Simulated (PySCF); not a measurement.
Species: C6H8O2.
SMILES: `C=C/C=C/OC(C)=O`

Torsions of this conformer, `[CH2:1]=[CH:2]/[CH:3]=[CH:4]/[O:5][C:6]([CH3:7])=[O:8]`: C1–C2–C3–C4 180°, C3–C4–O5–C6 180°, C4–O5–C6–C7 180°.

The closed-shell ground state was solved at several levels (PySCF, density fitting, gas phase, non-relativistic). Isolated species at its PBE0-D3(BJ)/def2-SVP geometry (one conformer only).

```json
{"level": "CAM-B3LYP/def2-SVPD", "basis functions": "230", "total energy (Eh)": "-383.4317", "HOMO (eV)": "-7.75", "LUMO (eV)": "-0.01", "gap (eV)": "7.74", "dipole (D)": "1.94"}
{"level": "B3LYP/pcJ-1", "basis functions": "296", "total energy (Eh)": "-383.8965", "HOMO (eV)": "-6.29", "LUMO (eV)": "-1.21", "gap (eV)": "5.08", "dipole (D)": "1.80"}
{"level": "wB97X-D/pcSseg-1", "basis functions": "176", "total energy (Eh)": "-383.7020", "HOMO (eV)": "-8.24", "LUMO (eV)": "0.71", "gap (eV)": "8.95", "dipole (D)": "1.85"}
```

Question: Estimate the row for PBE0/pcSseg-1, a basis of 176 functions; the other rows only guide the guess.

Answer: Total energy -383.3921 Eh, HOMO -6.50 eV, LUMO -1.01 eV, gap 5.49 eV, dipole 1.83 D.

Question: Over all these levels, which gives the widest orbital gap and which the narrowest?

Answer: wB97X-D/pcSseg-1 (range-separated hybrid) has the widest, 8.95 eV, and B3LYP/pcJ-1 (global hybrid, 20 % exact exchange) the narrowest, 5.08 eV. Functional and basis both differ between the two, so the spread mixes both effects.

Question: How far do the dipole and the HOMO energy spread over the levels?

Answer: The dipole runs from 1.80 to 1.94 D (mean 1.85 D) and the HOMO from -8.24 to -6.29 eV.

The pairwise dispersion term of wB97X-D wasn't added to the energies; at a given geometry it leaves orbitals and properties as they are.
